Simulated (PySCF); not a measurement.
PySCF input file for Zn(SMe)(SeH) (CH4SSeZn), SMILES C[S][Zn][SeH], PBE0-D3(BJ)/def2-SVP. Geometry: PBE0-D3(BJ)/def2-SVP. The structure was generated by enumeration; whether it is a known compound was not checked. The values are those of a single conformer.

```python
import numpy as np
from pyscf import gto, scf, dft, df
from pyscf.hessian import thermo

mol = gto.M(
    atom='''
    Zn    0.00964555    0.09586468   -0.30077953
    S    -1.03132016   -0.10502056   -2.20064723
    C    -2.31405830   -1.33122099   -1.75377852
    H    -1.88101405   -2.29104032   -1.43973850
    H    -2.90721884   -1.50667547   -2.66218081
    H    -2.99113957   -0.95958698   -0.97213855
    Se    1.10750989    0.29832763    1.69814925
    H     0.22014226    1.40587752    2.09339634
    ''',
    basis='def2-SVP',
    charge=0,
    spin=0,
    max_memory=1600,
    verbose=3,
)
mf = dft.RKS(mol, xc='pbe0').density_fit(auxbasis='def2-universal-jkfit')
mf.disp = 'd3bj'
mf.grids.level = 3
mf.conv_tol = 1e-11
mf.max_cycle = 100
mf.kernel()

# [left out here: the lines that compute and print the analytic Hessian (its translational invariance restored by hand, since the grid's response is missing), thermochemistry and intensities]
```

Program output:

```
converged SCF energy = -4618.30017282376

WARN: DFTD3 does not support analytical Hessian, using finite difference


WARN: Mole.unit (angstrom) is changed to Bohr

Mode                                 0                   1                   2
Irrep
Freq [cm^-1]                       58.9862             76.2235             92.0730
Reduced mass [au]                   6.6795              4.4230              1.0526
Force const [Dyne/A]                0.0137              0.0151              0.0053
Char temp [K]                      84.8681            109.6686            132.4725
Normal mode                   x     y     z       x     y     z       x     y     z
       0  Zn                 0.04  0.05 -0.04    0.05 -0.06 -0.02    0.01 -0.01 -0.00
       1   S                -0.02 -0.02 -0.00   -0.05  0.06  0.02    0.01 -0.01 -0.00
       2   C                 0.03 -0.02  0.15   -0.01  0.01  0.00   -0.03  0.03  0.01
       3   H                 0.07  0.00  0.17    0.03 -0.06 -0.25   -0.05  0.06  0.14
       4   H                -0.02 -0.08  0.19   -0.16  0.19  0.07    0.04 -0.05 -0.02
       5   H                 0.08  0.01  0.17    0.13 -0.12  0.18   -0.09  0.11 -0.08
       6  Se                -0.03 -0.03  0.01   -0.02  0.03  0.01    0.01  0.01 -0.00
       7   H                -0.03 -0.03  0.01   -0.10 -0.01 -0.07   -0.61 -0.62  0.38
Mode                                 3                   4                   5
Irrep
Freq [cm^-1]                      124.1270            169.2947            252.8045
Reduced mass [au]                   1.2693              5.5938             22.0603
Force const [Dyne/A]                0.0115              0.0945              0.8307
Char temp [K]                     178.5911            243.5774            363.7293
Normal mode                   x     y     z       x     y     z       x     y     z
       0  Zn                -0.02  0.03  0.01   -0.04 -0.04  0.02    0.03  0.01  0.04
       1   S                 0.04 -0.04 -0.02    0.05  0.05 -0.02    0.03 -0.01  0.10
       2   C                -0.01  0.01  0.00    0.11  0.04  0.13   -0.01  0.00 -0.02
       3   H                -0.03 -0.15 -0.45    0.15  0.07  0.15   -0.05 -0.02 -0.05
       4   H                -0.33  0.40  0.14    0.04 -0.03  0.18    0.04  0.06 -0.07
       5   H                 0.29 -0.16  0.34    0.15  0.07  0.15   -0.05 -0.02 -0.05
       6  Se                 0.01 -0.01 -0.00   -0.01  0.00 -0.03   -0.04 -0.01 -0.06
       7   H                -0.09 -0.13  0.12   -0.01  0.00 -0.03   -0.03 -0.01 -0.06
Mode                                 6                   7                   8
Irrep
Freq [cm^-1]                      430.4603            567.5493            723.6880
Reduced mass [au]                  26.3758              1.0410              6.4772
Force const [Dyne/A]                2.8795              0.1976              1.9987
Char temp [K]                     619.3365            816.5771           1041.2259
Normal mode                   x     y     z       x     y     z       x     y     z
       0  Zn                -0.04 -0.01 -0.08   -0.01  0.01  0.00   -0.00  0.00 -0.00
       1   S                 0.05  0.00  0.11    0.00 -0.00  0.00    0.07  0.07 -0.02
       2   C                 0.02  0.01  0.00    0.00  0.00 -0.00   -0.16 -0.15  0.04
       3   H                -0.02 -0.01 -0.02   -0.00 -0.00 -0.00   -0.10 -0.12  0.06
       4   H                 0.07  0.07 -0.05   -0.00  0.01  0.00   -0.14 -0.13  0.03
       5   H                -0.02 -0.01 -0.02    0.00 -0.00  0.00   -0.12 -0.11  0.06
       6  Se                 0.01  0.00  0.02    0.01 -0.01  0.01    0.00  0.00  0.00
       7   H                 0.02  0.00  0.03   -0.48 -0.07 -0.85   -0.00 -0.00 -0.00
Mode                                 9                  10                  11
Irrep
Freq [cm^-1]                      954.3463            969.9843           1335.7859
Reduced mass [au]                   1.1784              1.2072              1.1465
Force const [Dyne/A]                0.6323              0.6692              1.2053
Char temp [K]                    1373.0918           1395.5914           1921.8985
Normal mode                   x     y     z       x     y     z       x     y     z
       0  Zn                 0.00 -0.00 -0.00    0.00  0.00 -0.00    0.00  0.00 -0.00
       1   S                 0.01 -0.02 -0.01    0.00 -0.01  0.03    0.01  0.00  0.00
       2   C                -0.07  0.08  0.03   -0.03  0.01 -0.11    0.07  0.07 -0.02
       3   H                 0.51  0.27 -0.22    0.30  0.26  0.17   -0.49 -0.19  0.04
       4   H                 0.16 -0.18 -0.07   -0.44 -0.45  0.24   -0.30 -0.35  0.28
       5   H                -0.31 -0.53  0.12    0.35  0.18  0.14   -0.28 -0.45 -0.05
       6  Se                 0.00  0.00 -0.00    0.00 -0.00  0.00    0.00 -0.00  0.00
       7   H                -0.00 -0.00  0.00   -0.00 -0.00 -0.00    0.00  0.00  0.00
Mode                                12                  13                  14
Irrep
Freq [cm^-1]                     1455.0234           1456.1450           2442.4972
Reduced mass [au]                   1.0519              1.0522              1.0204
Force const [Dyne/A]                1.3120              1.3144              3.5868
Char temp [K]                    2093.4548           2095.0685           3514.2097
Normal mode                   x     y     z       x     y     z       x     y     z
       0  Zn                -0.00 -0.00  0.00   -0.00  0.00  0.00   -0.00  0.00  0.00
       1   S                -0.00 -0.00 -0.00   -0.00  0.00  0.00    0.00 -0.00 -0.00
       2   C                -0.02  0.01 -0.06   -0.04  0.05  0.02   -0.00  0.00 -0.00
       3   H                -0.21  0.11  0.57   -0.26 -0.21 -0.37   -0.00 -0.00  0.00
       4   H                 0.22  0.18 -0.22    0.42 -0.54 -0.17    0.00 -0.00  0.00
       5   H                 0.29 -0.41  0.43    0.33  0.14  0.26    0.00 -0.00  0.00
       6  Se                 0.00  0.00 -0.00    0.00 -0.00 -0.00   -0.01  0.01  0.00
       7   H                -0.00  0.00  0.00   -0.00 -0.00 -0.00    0.59 -0.75 -0.28
Mode                                15                  16                  17
Irrep
Freq [cm^-1]                     3066.0479           3176.2650           3178.2635
Reduced mass [au]                   1.0315              1.1092              1.1061
Force const [Dyne/A]                5.7134              6.5930              6.5831
Char temp [K]                    4411.3603           4569.9381           4572.8135
Normal mode                   x     y     z       x     y     z       x     y     z
       0  Zn                -0.00  0.00 -0.00   -0.00  0.00  0.00   -0.00 -0.00 -0.00
       1   S                -0.00 -0.00  0.00   -0.00  0.00  0.00    0.00  0.00 -0.00
       2   C                 0.03  0.03 -0.01    0.05 -0.07 -0.03    0.04 -0.01  0.08
       3   H                 0.25 -0.50  0.16   -0.26  0.54 -0.19   -0.18  0.38 -0.11
       4   H                -0.28 -0.08 -0.45    0.06  0.00  0.07   -0.42 -0.12 -0.66
       5   H                -0.35  0.22  0.42   -0.42  0.25  0.51    0.18 -0.11 -0.19
       6  Se                 0.00  0.00  0.00    0.00 -0.00  0.00    0.00  0.00 -0.00
       7   H                 0.00 -0.00  0.00   -0.00 -0.00 -0.00   -0.00  0.00 -0.00
temperature 298.1500 [K]
pressure 101325.00 [Pa]
Rotational constants [GHz] 12.11506 0.77224 0.73395
Symmetry number 1
Zero-point energy (ZPE) 0.04677 [Eh]   122794.067 [J/mol]
                           tot       elec      trans        rot        vib
Entropy [J/mol/K]       381.186      0.000    174.345    118.153     88.688
Cv [J/mol/K]             91.472      0.000     12.472     12.472     66.528
Cp [J/mol/K]             99.786      0.000     20.786     12.472     66.528
Internal energy [J/mol]                      3718.434   3718.434 135395.569
Internal energy [Eh]   -4618.24577  -4618.30017
Enthalpy [J/mol]                             6197.391   3718.434 135395.569
Enthalpy [Eh]          -4618.24483
Gibbs free energy [J/mol]                  -45783.610 -31508.742 108953.229
Gibbs free energy [Eh] -4618.28811
static polarisability / bohr^3: [[69.602  9.227 24.022]
 [ 9.223 55.082  8.932]
 [24.025  8.935 87.588]]
largest difference of analytic and finite-field dipole derivatives / e: 0.0012240154031781803
mode   freq/cm-1   IR/(km/mol)   Raman/(A^4/amu)   depolarisation
   1       58.99         3.607             1.478            0.659
   2       76.22         7.199             0.490            0.725
   3       92.07         6.276             6.864            0.749
   4      124.13         3.594             0.416            0.746
   5      169.29         2.666             4.254            0.338
   6      252.80         1.181            12.087            0.226
   7      430.46        51.909             3.020            0.194
   8      567.55         1.370             3.370            0.720
   9      723.69         4.229            10.274            0.317
  10      954.35         4.856             4.806            0.750
  11      969.98        10.829             3.127            0.406
  12     1335.79        14.766             5.395            0.629
  13     1455.02         9.408            11.461            0.719
  14     1456.15         9.344            18.898            0.750
  15     2442.50        10.873           151.463            0.306
  16     3066.05        25.610           154.948            0.026
  17     3176.26         4.983            57.124            0.746
  18     3178.26         1.166           130.545            0.651
max |gradient| / (hartree/bohr): 3.931780171173555e-05
APT charges: [ 0.7852 -0.4621  0.0636 -0.0048  0.017  -0.0053 -0.3847 -0.009 ]
```

Self-consistency was reached.

Cost: very roughly 7 core-minutes.
